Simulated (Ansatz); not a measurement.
Reaction (cleavage of the Si–Ge bond): `[F][GeH2][SiH2]Cl` + `O[SiH2]S` → `O[SiH2]S[SiH2]Cl` + `[F][GeH3]`

Isolated molecules relaxed with PBE0-D4/def2-TZVP in Ansatz; ΔE leaves out vibrations. CBS: MP2 limit from def2 TZ/QZ plus the TZ coupled-cluster correction, frozen cores. Functionals use def2-TZVPP. For Ge outer-core shells are correlated without core-valence functions, which leaves a few kJ/mol of doubt a bond. Scalar relativity is left out up to krypton. One conformer a species, not always the lowest.

(1) Is it downhill or uphill in electronic energy at CCSD(T)/CBS, and by how much? (Best estimate.)

(2) What do these levels give: PBE-D4, PBE0-D4, ωB97X-V, B2PLYP, PBE, PBE0, HF/def2-TZVPP, MP2/def2-TZVPP, MP2/def2-QZVPP, HF/CBS(def2), MP2/CBS(def2), CCSD/CBS(def2)? (Estimate.)

Largest T1 diagnostic among the species: 0.012.

Answers

(1) The calculation gave: Downhill: ΔE = -63.2 kJ/mol.

(2) The calculation gave: PBE-D4 -55.3, PBE0-D4 -59.6, ωB97X-V -61.7, B2PLYP -58.9, PBE -49.4, PBE0 -54.3, HF/def2-TZVPP -60.4, MP2/def2-TZVPP -71.8, MP2/def2-QZVPP -72.8, HF/CBS(def2) -60.9, MP2/CBS(def2) -73.4, CCSD/CBS(def2) -61.0 kJ/mol.

The D4 term adds −9.7 kJ/mol with B3LYP and −5.3 kJ/mol with PBE0; it sums over pairs of atoms, weighted by their polarisabilities, and B3LYP, whose exchange is more repulsive, gets the larger term. From PBE to PBE0 (25 % exact exchange), in def2-TZVPP and without D4, ΔE moves by −5.0 kJ/mol.

B3LYP here is the variant with VWN-RPA as its local correlation; programs differ in this.
